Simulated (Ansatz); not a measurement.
Process, species as SMILES: [I][Bi][I] -> [I][Bi][I] as singlet, charge -1 (an electron is taken up)
Geometries: B3LYP-D3(BJ)/def2-TZVP minima from Ansatz (an electronic-structure program). Unstable Hartree-Fock reference: [I][Bi][I] as singlet, charge -1.
Geometry of the first species:
```
Bi
I 1 2.8142
I 1 2.8142 2 101.21
```
Charge 0, spin multiplicity 2.

Quantity: adiabatic electron affinity (electronic energy difference), positive where the reaction releases energy, in eV. Cores are frozen in the correlated levels unless marked. Open shells are spin-unrestricted. Spin-orbit coupling is left out. The frozen core is the preceding noble-gas configuration, with the filled d and f shells of earlier blocks. Past Kr the def2 sets carry scalar-relativistic core potentials. Anions need diffuse functions: def2-D sets add few; the other sets have none. Basis-set limits of correlation are two-point, X^-3; Hartree-Fock from the larger set.

```
level                                       program  adiabatic electron affinity (eV)
-----------------------------------  --------------  --------------------------------
HF/def2-SVP                                  Ansatz                              1.38
SVWN5/def2-TZVPD                             Ansatz                              2.04
PBE-D3(BJ)/def2-TZVPD                Ansatz + dftd3                              1.90
PBE-D4/def2-TZVPD                    Ansatz + dftd4                              1.91
BLYP/def2-TZVPD                              Ansatz                              1.89
revPBE-D3(BJ)/def2-TZVPD             Ansatz + dftd3                              1.85
r2SCAN/def2-TZVPD                            Ansatz                              1.88
r2SCAN-D4/def2-TZVPD                 Ansatz + dftd4                              1.88
PBE0/def2-TZVP                               Ansatz                              1.93
r2SCANh-D4/def2-TZVPD                Ansatz + dftd4                              1.91
r2SCAN0/def2-TZVPD                           Ansatz                              1.95
HSE06-D3(BJ)/def2-TZVPD              Ansatz + dftd3                              1.96
B2GP-PLYP-D3(BJ)/def2-TZVPD          Ansatz + dftd3                              1.98
B2GP-PLYP-D4/def2-TZVPD              Ansatz + dftd4                              2.02
B2GP-PLYP/def2-TZVPD                         Ansatz                              2.02
B2PLYP-D3(BJ)/def2-TZVPD             Ansatz + dftd3                              2.00
B2PLYP/def2-TZVPD                            Ansatz                              2.01
MP2/def2-SVP                                 Ansatz                              1.63
RI-MP2/CBS(def2-TZVPPD,def2-QZVPPD)          Ansatz                              2.09
CCSD(T)/def2-SVP                             Ansatz                              1.62
```
